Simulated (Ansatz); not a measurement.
Total energies of C$_{3}$H$_{4}$BF, SMILES `BC1=CC1F`.

| atom | x (Å) | y (Å) | z (Å) |
| --- | --- | --- | --- |
| B1 | 0.0382 | 1.2131 | -1.1370 |
| C2 | 0.2716 | 0.0392 | -0.2351 |
| C3 | 0.8323 | -0.9449 | 0.4227 |
| C4 | -0.5324 | -0.7388 | 0.7880 |
| F5 | -0.8269 | -0.1354 | 1.9906 |
| H6 | -0.0679 | 1.0550 | -2.3165 |
| H7 | -0.1071 | 2.2968 | -0.6582 |
| H8 | 1.7658 | -1.4289 | 0.6588 |
| H9 | -1.3737 | -1.3561 | 0.4867 |

The species carries charge 0 and has multiplicity 1. The geometry is a stationary point of PBE0-D4/def2-TZVP. Basis def2-TZVPP, Ansatz.

RPA on PBE orbitals: Hartree–Fock energy of these orbitals -239.98968 Eh, correlation -1.31212 Eh (frozen core).

| functional | kind | energy without D4 (Eh) | D4 term (kJ/mol) |
| --- | --- | --- | --- |
| LDA (SPW92) | LDA | -239.40013 | – |
| r2SCAN0 | meta-GGA hybrid, 25 % | -241.24638 | -4.1 |

Task: Give the same for PBE, revPBE, BLYP, r2SCAN, B97M-V, PBE0, B3LYP, r2SCANh, HSE06 (plane-wave form), BHLYP, CAM-B3LYP, LC-ωPBE, ωB97X-V, ωB97M-V, B2PLYP, PBE-QIDH. (Best estimate.)

Result: The calculation gave: 
| functional | kind | energy without D4 (Eh) | D4 term (kJ/mol) |
| --- | --- | --- | --- |
| PBE | GGA | -241.11477 | -14.4 |
| revPBE | GGA | -241.33536 | -49.1 |
| BLYP | GGA | -241.33643 | -32.4 |
| r2SCAN | meta-GGA | -241.27521 | -3.5 |
| B97M-V | meta-GGA with VV10 | -241.38669 | – |
| PBE0 | global hybrid, 25 % exact exchange | -241.13015 | -12.0 |
| B3LYP | global hybrid, 20 % | -241.41474 | -23.1 |
| r2SCANh | meta-GGA hybrid, 10 % | -241.26321 | -3.7 |
| HSE06 (plane-wave form) | screened hybrid | -241.11747 | -11.1 |
| BHLYP | global hybrid, 50 % | -241.28176 | -16.3 |
| CAM-B3LYP | range-separated hybrid | -241.29729 | -12.0 |
| LC-ωPBE | long-range corrected hybrid | -241.24260 | – |
| ωB97X-V | range-separated hybrid GGA with VV10 | -241.33145 | – |
| ωB97M-V | range-separated hybrid meta-GGA with VV10 | -241.31565 | – |
| B2PLYP | double hybrid | -241.21864 | – |
| PBE-QIDH | double hybrid | -241.08955 | – |

B3LYP takes the VWN-RPA correlation (the form of Gaussian; ORCA's B3LYP/G). HSE06 is the plane-wave form, built on full-range PBE exchange. The double hybrids freeze the cores in their second-order part.

LC-ωPBE has ω = 0.4 bohr⁻¹.
